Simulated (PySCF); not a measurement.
# Magnetic susceptibility: `F[C@@H]1/C(=C\C=C)C[NH2+]C1`, [C7H11FN]+, charge +1

Geometry:
| atom | x (Å) | y (Å) | z (Å) |
| --- | --- | --- | --- |
| C1 | 3.651 | -0.029 | 0.279 |
| C2 | 2.386 | -0.365 | 0.035 |
| C3 | 1.291 | 0.541 | 0.275 |
| C4 | 0.003 | 0.284 | 0.027 |
| C5 | -1.152 | 1.223 | 0.298 |
| N6 | -2.345 | 0.335 | 0.232 |
| C7 | -2.023 | -0.648 | -0.836 |
| C8 | -0.569 | -1.000 | -0.523 |
| F9 | -0.574 | -1.978 | 0.457 |
| H10 | 4.461 | -0.713 | 0.098 |
| H11 | 3.916 | 0.941 | 0.666 |
| H12 | 2.146 | -1.349 | -0.341 |
| H13 | 1.554 | 1.506 | 0.689 |
| H14 | -1.077 | 1.718 | 1.266 |
| H15 | -1.230 | 1.986 | -0.483 |
| H16 | -2.425 | -0.178 | 1.119 |
| H17 | -3.220 | 0.841 | 0.068 |
| H18 | -2.102 | -0.170 | -1.813 |
| H19 | -2.673 | -1.521 | -0.791 |
| H20 | -0.025 | -1.416 | -1.374 |

Total charge +1.

Method: GIAO B97-D/STO-3G magnetisability, rotational g tensor and spin-rotation constants, non-relativistic, gas phase (PySCF 2.14.0). Geometry: GFN2-xTB.

For an ion the centre-of-mass motion in the field is neglected.

Q: How diamagnetic is it, and how anisotropic?

A: Isotropic -1266 × 10⁻³⁰ J/T², or -76.3 × 10⁻⁶ cm³/mol; principal values -1499, -1187, -1113 × 10⁻³⁰ J/T², anisotropy 354 × 10⁻³⁰ J/T² (root of half the summed squared differences of the principal values). The susceptibility is in cgs units.

Q: Split it along the inertial axes a, b, c into diamagnetic and paramagnetic parts about the centre of mass, with the quadrupole moment.

A: 
| axis | χ (10⁻⁶ cm³/mol) | diamagnetic (10⁻⁶ cm³/mol) | paramagnetic (10⁻⁶ cm³/mol) | summed x² of all electrons (Å²) | quadrupole Θ (D Å) |
| --- | --- | --- | --- | --- | --- |
| a | -71.5 | -457.5 | 386.1 | 277.4 | +28.27 |
| b | -69.1 | -1289.8 | 1220.7 | 81.2 | -11.04 |
| c | -88.2 | -1521.5 | 1433.3 | 26.6 | -17.22 |

Anisotropies 2χaa − χbb − χcc = +14.3 and 2χbb − χaa − χcc = +21.4 × 10⁻⁶ cm³/mol. Θ is traceless in Buckingham's convention.

Q: And the rotational g tensor?

A: 
```tsv
axis	rotational constant (GHz)	g	nuclear part	electronic part
a	3.2892	-0.0100	0.5865	-0.5965
b	1.0065	+0.0068	0.5839	-0.5772
c	0.8371	+0.0145	0.5782	-0.5637
```
Asymmetric top; isotopes 12C, 19F, 1H, 14N; no vibrational averaging.
